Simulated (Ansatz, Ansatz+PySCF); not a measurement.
```yaml
atoms:
  - { symbol: Li, position_ang: [1.0937, 0.0329, 0.0149] }
  - { symbol: Li, position_ang: [-1.0713, 0.0622, -0.0253] }
  - { symbol: F, position_ang: [0.0298, 1.3614, 0.0337] }
  - { symbol: F, position_ang: [-0.0313, -1.3362, -0.0308] }
```

Basis set: def2-SVP (spherical functions). Correlated methods keep 2 orbitals frozen. Charge 0, multiplicity 1.

Computed with Ansatz (development build ahead of 0.2.0); each method stands on the lowest determinant of its kind that the runs found. Restricted open shells among the atoms or ions are ROHF, correlated in semicanonical orbitals with singles.

The atomization energy at this shape (free ground-state atoms in the same class of orbitals less the molecule, no zero-point energy) of singlet Li2F2:

| method | atomization energy |
| --- | --- |
| RHF | 250.44 kcal/mol |

What does RHF-MP2 give?

325.13 kcal/mol.
